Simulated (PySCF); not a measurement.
Ligands exchanged one at a time, Ge OH-OCH3. Gas-phase values, no solvent. One relaxed conformer stands for each flexible species; it need not be the lowest. Strings in code marks are SMILES.

These are ωB97X-D3(BJ)/def2-TZVP // PBE0-D3(BJ)/def2-SVP run with PySCF 2.14.0 values and carry that method's errors. All candidates: neutral, multiplicity 1. Delta-SCF ions had no search for a lower state. Excitations are Tamm–Dancoff values on a coarser integration grid. The basis has no diffuse functions, so Rydberg states are missing or too high.

```
Quantity                                  Result
--------------------------------------  --------
vertical ionisation energy (Delta-SCF)  10.50 eV
S1 excitation (TDA)                      7.54 eV
T1 excitation (TDA)                      7.05 eV
```

### Question
Identify which member has these values.
(A) `C[O][Ge]([OH])([O]C)[O]C`
(B) `[OH][Ge]([OH])([OH])[OH]`
(C) `C[O][Ge]([OH])([OH])[OH]`

### Answer
A, `C[O][Ge]([OH])([O]C)[O]C`. The others give `[OH][Ge]([OH])([OH])[OH]`: 12.00 eV, 7.94 eV, 7.40 eV; `C[O][Ge]([OH])([OH])[OH]`: 10.79 eV, 7.53 eV, 7.09 eV
